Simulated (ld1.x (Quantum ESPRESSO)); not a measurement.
u(r) = r·R(r): atom against pseudo-atom (holmium)

Columns: radius, all-electron u(r) and pseudo u(r) of the 6s shell (level -4.34 eV) of holmium in the configuration [Kr] 4d10 4f10 5s2 5p6 5d1 6s2 6p0; PBE, scalar-relativistic, PAW scheme, ld1.x (Quantum ESPRESSO) 7.5.

| r (bohr) | all-electron | pseudo |
| --- | --- | --- |
| 0.143 | 0.0943 | 0.1672 |
| 0.285 | -0.0490 | 0.3129 |
| 0.428 | -0.1593 | 0.4221 |
| 0.570 | -0.0353 | 0.4828 |
| 0.713 | 0.1317 | 0.4931 |
| 0.855 | 0.2366 | 0.4572 |
| 0.998 | 0.2643 | 0.3843 |
| 1.140 | 0.2305 | 0.2880 |
| 1.283 | 0.1572 | 0.1793 |
| 1.425 | 0.0641 | 0.0695 |
| 1.568 | -0.0362 | -0.0365 |
| 1.710 | -0.1334 | -0.1342 |
| 1.853 | -0.2236 | -0.2238 |
| 1.995 | -0.3029 | -0.3029 |
| 2.138 | -0.3712 | -0.3712 |
| 2.280 | -0.4277 | -0.4277 |
| 2.423 | -0.4737 | -0.4737 |
| 2.565 | -0.5096 | -0.5096 |
| 2.708 | -0.5369 | -0.5369 |
| 2.850 | -0.5561 | -0.5561 |
| 2.992 | -0.5686 | -0.5686 |
| 3.135 | -0.5752 | -0.5752 |
| 3.278 | -0.5765 | -0.5765 |
| 3.420 | -0.5734 | -0.5734 |
| 3.563 | -0.5664 | -0.5664 |
| 3.705 | -0.5563 | -0.5563 |

Question: How many radial nodes do the two functions have?

Answer: The all-electron 6s function has n − l − 1 = 5 (the table is too coarse to show those close to the nucleus); the pseudo-wave has 1, since 1 lower shell of the same l stays in the valence.

Question: At about which radius was the pseudo-wave matched?

Answer: 1.95 bohr, where the columns begin to agree (steps of 0.14 bohr).

Question: Is the pseudo-wave norm-conserving?

Answer: No, it belongs to a PAW set: the norm inside the radius is not constrained, and the difference is carried by the augmentation charge.
